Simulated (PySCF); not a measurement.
Compound: C₈H₉F.
Structure used (PBE0-D3(BJ)/def2-SVP), in Å, numbered top down from 1:
```xyz
18
C8H9F angstrom
C     -2.5312    0.3690   -0.4615
C     -1.5807   -0.3129    0.5195
C     -0.1412    0.0581    0.2814
C      0.4063    1.2177    0.8448
C      1.7245    1.5842    0.5816
C      2.5264    0.8025   -0.2475
C      1.9759   -0.3462   -0.8007
F      2.7273   -1.1114   -1.5926
C      0.6633   -0.7257   -0.5514
H     -2.2816    0.1051   -1.5007
H     -3.5748    0.0726   -0.2760
H     -2.4685    1.4648   -0.3760
H     -1.8586   -0.0429    1.5513
H     -1.6933   -1.4062    0.4431
H     -0.2093    1.8378    1.5016
H      2.1387    2.4896    1.0314
H      3.5630    1.0627   -0.4680
H      0.2815   -1.6403   -1.0111
```

Level: wB97X-D/def2-SVPD in PySCF, non-relativistic, on one gas-phase PBE0-D3(BJ)/def2-SVP geometry that isn't relaxed in the solvent. The solvent is an IEF-PCM continuum (cavity from Bondi-type radii × 1.2), and excitations are vertical TDDFT with non-equilibrium linear response and a frozen core. The model holds no explicit solvent molecules, cavitation or dispersion.

Gas-phase singlets (H = HOMO, L = LUMO):

| state | E (eV) | λ (nm) | f | leading configurations |
| --- | --- | --- | --- | --- |
| S1 | 5.380 | 230 | 0.013 | H→L 60%, H-1→L+1 30% |
| S2 | 6.113 | 203 | 0.016 | H→L+1 48%, H-1→L 43% |
| S3 | 6.970 | 178 | 0.470 | H-1→L 44%, H→L+1 37% |
| S4 | 7.024 | 177 | 0.760 | H-1→L+1 55%, H→L 27% |
| S5 | 7.337 | 169 | 0.005 | H→L+2 74%, H→L+3 10% |

Task: How does the list change in acetonitrile (ε = 35.69)?

Result: 
```json
{"state": "S1", "E (eV)": "5.398", "λ (nm)": "230", "f": "0.016", "leading configurations": "H→L 59%, H-1→L+1 29%", "change by rank (eV)": "+0.018"}
{"state": "S2", "E (eV)": "6.098", "λ (nm)": "203", "f": "0.027", "leading configurations": "H→L+1 46%, H-1→L 42%", "change by rank (eV)": "-0.015"}
{"state": "S3", "E (eV)": "6.833", "λ (nm)": "181", "f": "0.618", "leading configurations": "H-1→L 42%, H→L+1 34%", "change by rank (eV)": "-0.137"}
{"state": "S4", "E (eV)": "6.883", "λ (nm)": "180", "f": "0.855", "leading configurations": "H-1→L+1 52%, H→L 24%", "change by rank (eV)": "-0.141"}
{"state": "S5", "E (eV)": "7.285", "λ (nm)": "170", "f": "0.000", "leading configurations": "H→L+2 76%", "change by rank (eV)": "-0.052"}
```

Task: How do the frontier levels move from gas to acetonitrile?

Result: 
| orbital | gas (eV) | solvent (eV) | change (eV) | Löwdin shares, gas | Löwdin shares, solvent |
| --- | --- | --- | --- | --- | --- |
| LUMO+2 | 2.38 | 2.51 | +0.13 | C1 16 %, C2 10 %, C4 9 %, H15 8 % | C1 12 %, C7 10 %, C9 9 %, C4 8 % |
| LUMO+1 | 1.54 | 1.55 | +0.01 | C4 21 %, C7 20 %, C3 12 %, C5 12 % | C7 21 %, C4 21 %, C3 12 %, C5 11 % |
| LUMO | 1.27 | 1.29 | +0.02 | C5 19 %, C3 18 %, C9 17 %, C6 17 % | C5 20 %, C9 18 %, C3 18 %, C6 17 % |
| HOMO | -8.83 | -8.86 | -0.03 | C4 23 %, C7 17 %, C6 17 %, C3 14 % | C4 22 %, C6 18 %, C7 17 %, C3 15 % |
| HOMO-1 | -9.17 | -9.17 | 0.00 | C9 27 %, C5 21 %, C3 13 %, C6 12 % | C9 27 %, C5 21 %, C3 12 %, C6 11 % |
| HOMO-2 | -11.45 | -11.30 | +0.15 | C2 15 %, C3 14 %, C1 9 %, C5 8 % | C2 18 %, C3 13 %, C1 12 %, C4 8 % |
| HOMO-3 | -11.62 | -11.40 | +0.22 | C2 25 %, C1 20 %, H13 12 %, H10 10 % | C2 24 %, C1 20 %, H13 12 %, H10 10 % |

The HOMO–LUMO gap goes from 10.10 to 10.15 eV. Rows go by rank; for LUMO+2 the atom shares or the degeneracy differ between the runs, so the row needn't follow one orbital.
